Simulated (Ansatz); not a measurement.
Wavefunction ladder for CH3BF2GeO (`FB(F)[CH]1[O][GeH2]1`)

```xyz
9

F     1.668   -1.974    0.230
B     0.938   -1.112   -0.460
F     1.434   -0.683   -1.608
C    -0.401   -0.593    0.098
O    -1.279    0.162   -0.753
Ge   -0.494    1.303    0.413
H    -0.909   -1.197    0.851
H    -1.446    1.835    1.476
H     0.490    2.258   -0.248
```

Total charge 0; spin multiplicity 1. Correlated methods include outer-core shells of Ge, which these sets cover unevenly. Scalar relativity is left out up to krypton. The geometry is a stationary point of PBE0-D4/def2-TZVP. It is one conformer, not always the lowest. Frozen core, restricted reference, the Gaussian-basis code of Ansatz.

| basis | HF (Eh) | MP2 corr. | CCSD corr. | (T) | CCSD(T) total |
| --- | --- | --- | --- | --- | --- |
| def2-SVP | -2412.94897 | -0.99369 | -1.01261 | -0.02730 | -2413.98888 |
| def2-TZVPP | -2413.63558 | -1.24159 | -1.25267 | -0.04704 | -2414.93529 |
| def2-QZVPP | -2413.69296 | -1.58953 | – | – | – |
